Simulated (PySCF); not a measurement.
Geometry (Å), atoms numbered from 1 in this order:
```xyz
17

C    -1.8939    0.4872    0.9365
C    -0.9682   -0.2379   -0.0401
O    -1.5379   -0.3069   -1.3360
C     0.3739    0.4640   -0.1919
C     1.3513    0.2194    0.9268
C     2.3922   -0.3945    0.3596
Si    1.6416   -0.3869   -1.3802
H    -2.1168    1.4838    0.5609
H    -1.4160    0.5765    1.9079
H    -2.8300   -0.0568    1.0611
H    -0.7883   -1.2625    0.3310
H    -2.4226   -0.6825   -1.2685
H     0.1877    1.5259   -0.3650
H     1.2013    0.5005    1.9599
H     3.2972   -0.7224    0.8476
H     1.2613   -1.6791   -1.9419
H     2.2605    0.4843   -2.3776
```

Fast rotation and ring inversion assumed for equivalent nuclei, non-relativistic Hamiltonian, a single conformation, no solvent model. GIAO PBE0/pcSseg-1 shieldings; GFN2-xTB geometry; PySCF 2.14.

Question: Predict the 2D correlation tables (HSQC, COSY, HMBC).

Answer: 

HSQC (one-bond C–H):
```csv
δH,δC
7.20 (H14),164.5 (C5)
6.36 (H15),145.8 (C6)
3.91 (H11),76.2 (C2)
2.31 (H13),47.8 (C4)
1.30 (H8/H9/H10),26.6 (C1)
```

COSY cross peaks (H two or three bonds apart, from the bond graph; peaks can be absent where the dihedral angle is near 90°):
```csv
δH,δH
7.20 (H14),6.36 (H15)
7.20 (H14),2.31 (H13)
6.36 (H15),4.99 (H17)
6.36 (H15),4.89 (H16)
4.99 (H17),4.89 (H16)
4.99 (H17),2.31 (H13)
4.89 (H16),2.31 (H13)
3.91 (H11),2.31 (H13)
3.91 (H11),1.30 (H8/H9/H10)
```

HMBC (two and three bonds, from the bond graph):
```csv
δH,δC
7.20 (H14),"145.8 (C6), 76.2 (C2), 47.8 (C4)"
6.36 (H15),"164.5 (C5), 47.8 (C4)"
4.99 (H17),"164.5 (C5), 145.8 (C6), 76.2 (C2), 47.8 (C4)"
4.89 (H16),"164.5 (C5), 145.8 (C6), 76.2 (C2), 47.8 (C4)"
3.91 (H11),"164.5 (C5), 47.8 (C4), 26.6 (C1)"
2.31 (H13),"164.5 (C5), 145.8 (C6), 76.2 (C2), 26.6 (C1)"
1.30 (H8/H9/H10),"76.2 (C2), 47.8 (C4)"
```

Shifts are taken against calculated references (same method and geometry level): TMS for $^{1}$H (σref 31.72) and $^{13}$C (σref 186.93).

Short H···H contacts in this conformer between protons four or more bonds apart (candidates for NOE cross peaks, intensity ∝ r⁻⁶): H8···H13 2.48 Å, H9···H14 2.62 Å.

OH and NH positions are those of a molecule without intermolecular hydrogen bonds; in solution they move with solvent, concentration and temperature, and exchange usually removes their couplings. Shifts are as computed. Against solution values, carbons near 30 ppm lie about +3 ppm off and those near 130 ppm about +5 ppm. Of 1309 compounds with measured shifts, 239 miss one by over three times the rms of a fit or turn the order of signals round; such compounds aren't used in these exercises.
